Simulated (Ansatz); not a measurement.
Ansatz (a quantum-chemistry and plane-wave program) input (wB97M-V/def2-TZVPD):

Ansatz 0.2 input:
```yaml
crystal:
  periodic: [false, false, false]
  atoms:
    - {symbol: Hf, position_ang: [-0.01647636, -0.00475991, 0.00201099]}
    - {symbol: H, position_ang: [1.37623373, -0.20908722, 1.10508273]}
    - {symbol: H, position_ang: [-0.86820813, 1.53438564, 0.85640752]}
    - {symbol: H, position_ang: [-0.09589060, -1.81290720, -0.73873605]}
    - {symbol: H, position_ang: [0.77416286, 0.83032217, -1.36754581]}
basis:
  gaussian:
    orbitals: def2-TZVPD
hamiltonian:
  xc: {name: wB97M-V}
total_charge: 1
magnetization: {spin_polarized: true, initial_magnetization: 1}
output: {forces: true}
```

End of the output:

```
mean field evaluation 1: about -1354.8919 eV, gradient 1.2e1 eV
mean field evaluation 2: about -1355.7911 eV, gradient 7.4e0 eV
mean field evaluation 4: about -1356.0730 eV, gradient 3.4e-1 eV
mean field evaluation 8: about -1356.0729 eV, gradient 8.7e-3 eV
mean field evaluation 16: about -1356.0729 eV, gradient 8.0e-5 eV
mean field -1356.07290281 eV, -49.8347599989 hartree, gradient 8.4e-6 eV, S^2 0.774019; 2 other end points of the search recorded, 0 dependent functions left out
the calculation of the forces begins
reference -1356.07295747 eV, -49.8347620076 hartree; 8, 7 occupied and 71, 72 virtual orbitals, 589 factors
Total energy: -1356.07295747 eV, -49.8347620076 hartree
Atom 0 at    -0.016476    -0.004760     0.002011 Å, force     0.150982     0.043618    -0.018428 eV/Å
Atom 1 at     1.376234    -0.209087     1.105083 Å, force    -0.115906    -0.001714    -0.052522 eV/Å
Atom 2 at    -0.868208     1.534386     0.856408 Å, force     0.037701    -0.049446    -0.029966 eV/Å
Atom 3 at    -0.095891    -1.812907    -0.738736 Å, force     0.011598     0.063688     0.023948 eV/Å
Atom 4 at     0.774163     0.830322    -1.367546 Å, force    -0.084376    -0.056146     0.076967 eV/Å
Dipole moment:    -0.608600    -0.175820     0.074282 e Å
```

The spin state was set by rule; other spins were not relaxed.
